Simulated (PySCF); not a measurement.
# Structure elucidation problem

The spectra below were simulated for a compound C6H6F3N.

1H NMR (600 MHz, computed): δ 7.90 (br s, 1H), 6.78 (m, 1H), 6.42 (m, 1H), 6.39 (m, 1H), 3.38 (m, 2H).

13C{1H} NMR (computed): δ 134.9 (C), 122.3 (C), 122.0 (CH), 116.2 (CH), 114.2 (CH), 37.9 (CH2).

- shielding tensors at PBE0/pcSseg-1 (GIAO)
- GFN2-xTB structure
- code: PySCF 2.14.0 with density-fitted response routines
- non-relativistic, in vacuum, averaged over atoms made equivalent by symmetry, fast rotation or ring inversion, one conformer

Chemical shifts δ = σref − σ; TMS for 1H (31.72 ppm), 13C (186.93 ppm), all at this level.

Q: Which candidate is it?
A. FC(F)(F)Cn1cccc1
B. C/N=C/CC#CC(F)(F)F
C. CC/C=C(\C#N)C(F)(F)F
D. FC(F)(F)Cc1ccc[nH]1
E. Cn1ccc(C(F)(F)F)c1

A: D. 

Rings plus π bonds: 3 (1 ring in the answer). 6 carbon signals for 6 carbons: no two carbons are equivalent. Carbon types of the structure: 2 × C, 3 × CH, 1 × CH2, leaving 1 H on heteroatoms. δC 134.9: CF3 carbon; 3 electronegative neighbours deshield it. δC 122.3: substituted aromatic carbon next to a ring nitrogen. δC 122.0: aromatic CH next to a ring nitrogen. δC 116.2, 114.2: aromatic CH. δH 6.78: hydrogen on an aromatic CH next to a ring nitrogen; ring-current deshielding.

The others: C/N=C/CC#CC(F)(F)F would give 3 signals for carbon-bound and other non-exchanging H, not 4; Cn1ccc(C(F)(F)F)c1 has carbons computed at 133.3, 125.9, 124.6, 123.7, 113.9, 37.1, with a different DEPT pattern; FC(F)(F)Cn1cccc1 would give 4 carbon signals, not 6; CC/C=C(\C#N)C(F)(F)F would give 3 signals for carbon-bound and other non-exchanging H, not 4.

OH/NH shifts are gas-phase values; hydrogen bonding in solution moves them, usually downfield. Splittings by 19F in the carbon and heteronuclear signals aren't shown, as no couplings were computed. Shifts are as computed. Against solution values, carbons near 30 ppm lie about +3 ppm off and those near 130 ppm about +5 ppm. Of 1211 compounds with measured shifts, 218 miss one by over three times the rms of a fit or turn the order of signals round; such compounds aren't used in these exercises. No couplings were computed; multiplicities are counted from neighbouring protons, with m where these are inequivalent, close in shift, in a saturated or five-membered ring or joined by F or P, and br s for small geminal =CH2 splittings.
